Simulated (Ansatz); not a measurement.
The cluster Li₂Al₂⁺. The state is a quartet with charge 1. Geometry PBE-D4/def2-TZVP; atoms count from 1.

```xyz
4

Al    0.5719   -0.0090    1.4880
Al   -0.7957    1.3001   -0.4677
Li    1.8008    0.1564   -1.1545
Li   -1.5770   -1.4475    0.1341
```

At PBE0-D4/def2-TZVP a doublet of charge 1 lies 0.34 eV below the quartet, each at its own geometry. Another isomer (doublet) lies 0.10 eV lower at PBE0-D4/def2-TZVP.

Question: Estimate the Mulliken populations from the PBE0/def2-TZVP orbitals of Ansatz.

Answer: 
| atom | charge (e) | spin (α − β) |
| --- | --- | --- |
| Al1 | -0.23 | 1.30 |
| Al2 | -0.23 | 1.30 |
| Li3 | 0.73 | 0.20 |
| Li4 | 0.73 | 0.20 |
Mulliken values and Mayer orders depend strongly on the basis.

Question: Where does the spin sit?

Answer: Summed by element: Al 2.60, Li 0.40, of 3 unpaired in all. Largest on single atoms: Al1 1.30, Al2 1.30, Li3 0.20.

Question: And the Mayer bond orders between bonded heavy atoms (over 0.3)?

Answer: Al1–Al2 1.23 (2.72 Å).
